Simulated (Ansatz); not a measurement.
`COC(N)[SiH3]` and `NC[SiH3]` differ in one atom or group.

Ansatz, PBE0-D4/def2-TZVP geometries, multiplicity 1. Each molecule was computed in one conformer, which needn't be the lowest.

```csv
property,`COC(N)[SiH3]`
LUMO energy (PBE/def2-TZVPP) / eV,-0.26
HOMO energy (ωB97M-V/def2-TZVPP) / eV,-9.34
LUMO energy (ωB97M-V/def2-TZVPP) / eV,2.08
LUMO energy (B3LYP/def2-TZVPP) / eV,0.29
HOMO energy (PBE0/def2-TZVPP) / eV,-7.03
LUMO energy (PBE0/def2-TZVPP) / eV,0.56
```

Problem. What does the change do to each property? (Estimate.)

Solution. Ansatz gave: 
```json
{"property": "LUMO energy (PBE/def2-TZVPP) / eV", "`NC[SiH3]`": "-0.20", "shift": "0.06"}
{"property": "HOMO energy (ωB97M-V/def2-TZVPP) / eV", "`NC[SiH3]`": "-9.36", "shift": "-0.02"}
{"property": "LUMO energy (ωB97M-V/def2-TZVPP) / eV", "`NC[SiH3]`": "2.10", "shift": "0.02"}
{"property": "LUMO energy (B3LYP/def2-TZVPP) / eV", "`NC[SiH3]`": "0.33", "shift": "0.04"}
{"property": "HOMO energy (PBE0/def2-TZVPP) / eV", "`NC[SiH3]`": "-6.96", "shift": "0.07"}
{"property": "LUMO energy (PBE0/def2-TZVPP) / eV", "`NC[SiH3]`": "0.62", "shift": "0.06"}
```

B3LYP here is the variant with VWN-RPA as its local correlation; programs differ in this.
